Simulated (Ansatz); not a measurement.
A single point on CH₃AsO₂S (`O[As]1OCS1`).

```yaml
crystal:
  periodic: [false, false, false]
  atoms:
    - {symbol: O, position_ang: [-1.558463, 1.309944, 0.132804]}
    - {symbol: As, position_ang: [-0.197132, 0.735418, 1.132628]}
    - {symbol: O, position_ang: [-0.121054, -0.976711, 0.584140]}
    - {symbol: C, position_ang: [0.812536, -0.910187, -0.468576]}
    - {symbol: S, position_ang: [1.439554, 0.819693, -0.392417]}
    - {symbol: H, position_ang: [-2.244455, 1.679058, 0.699319]}
    - {symbol: H, position_ang: [0.333877, -1.094827, -1.433493]}
    - {symbol: H, position_ang: [1.627437, -1.619388, -0.310106]}
basis:
  gaussian: {orbitals: def2-TZVPP}
hamiltonian: {xc: pbe}
correlation: {method: rpa}
```

```sh
$ ansatz run in.yaml --threads 4 --pin off --events-out ev --progress --plain
```

It prints (some lines left out):

```
Functional definition: PBE
1404 factors; integrals over basis functions are off by at most 9.0e-4 eV
mean field evaluation 1: about -76826.6751 eV, gradient 8.9e1 eV
mean field evaluation 2: about -76826.6720 eV, gradient 8.9e1 eV
mean field evaluation 4: about -76836.7469 eV, gradient 4.0e1 eV
mean field evaluation 8: about -76840.5982 eV, gradient 1.6e0 eV
mean field evaluation 16: about -76840.6031 eV, gradient 4.7e-3 eV
mean field -76840.60311142 eV, -2823.8400799132 hartree, gradient 3.0e-6 eV, S^2 0.000000; 0 other end points of the search recorded, 0 dependent functions left out
17 core orbitals not correlated: weight in the atoms' cores, before any rotation towards them, 1.000 or more for the frozen orbitals, at most 0.000 for the correlated occupied ones
reference -76765.94930383 eV, -2821.0966030863 hartree; 20, 20 occupied and 188, 188 virtual orbitals, 1404 factors
Total energy: -76811.21392390 eV, -2822.7600471926 hartree
```

Run time 6.5 s (4 threads of a server CPU on a shared host); peak host memory 0.57 GiB.
